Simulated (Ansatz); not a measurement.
Gas-phase reaction in SMILES: NC1[CH]CCC1 -> NC1C[CH]CC1
Geometries: B3LYP-D3(BJ)/def2-TZVP minima from Ansatz (a quantum-chemistry and plane-wave program), one conformer each, not searched for the lowest. Frequencies are from Ansatz.

Quantity: isomerisation energy (enthalpy at 298 K, with B3LYP-D3(BJ) rigid-rotor harmonic-oscillator terms), in kJ/mol. Valence correlation only, unless marked. Open shells are spin-unrestricted. No spin-orbit coupling. Non-relativistic unless marked X2C. Basis-set limits of correlation are two-point, X^-3; Hartree-Fock from the larger set. [CCSD(T)-MP2]/basis is that difference in the basis named.

```json
[
 {"level": "PBE/def2-TZVPD", "program": "Ansatz", "isomerisation energy (kJ/mol)": "-5.3"},
 {"level": "B3LYP-D4/def2-TZVPD", "program": "Ansatz + dftd4", "isomerisation energy (kJ/mol)": "___"},
 {"level": "r2SCANh-D4/def2-TZVPD", "program": "Ansatz + dftd4", "isomerisation energy (kJ/mol)": "-6.4"},
 {"level": "r2SCAN0-D4/def2-TZVPD", "program": "Ansatz + dftd4", "isomerisation energy (kJ/mol)": "-6.5"},
 {"level": "wB97X-V/def2-TZVPD", "program": "Ansatz", "isomerisation energy (kJ/mol)": "___"},
 {"level": "B2GP-PLYP/def2-TZVPD", "program": "Ansatz", "isomerisation energy (kJ/mol)": "___"},
 {"level": "B2PLYP-D3(BJ)/def2-TZVPD", "program": "Ansatz + dftd3", "isomerisation energy (kJ/mol)": "-5.7"},
 {"level": "SCS-MP2/6-31G", "program": "Ansatz", "isomerisation energy (kJ/mol)": "-7.6"},
 {"level": "SCS-MP2/cc-pVDZ", "program": "Ansatz", "isomerisation energy (kJ/mol)": "-6.9"},
 {"level": "CCSD/STO-3G", "program": "Ansatz", "isomerisation energy (kJ/mol)": "-1.9"},
 {"level": "X2C-CCSD(T)/cc-pVTZ-DK", "program": "Ansatz", "isomerisation energy (kJ/mol)": "-5.9"},
 {"level": "RI-MP2/CBS(cc-pVTZ,cc-pVQZ)+[CCSD(T)-MP2]/cc-pVTZ", "program": "Ansatz", "isomerisation energy (kJ/mol)": "-5.7"}
]
```

**Question.** Fill in the missing entries.

**Answer.** 
- B3LYP-D4/def2-TZVPD, isomerisation energy (kJ/mol): -5.4
- wB97X-V/def2-TZVPD, isomerisation energy (kJ/mol): -6.1
- B2GP-PLYP/def2-TZVPD, isomerisation energy (kJ/mol): -5.8
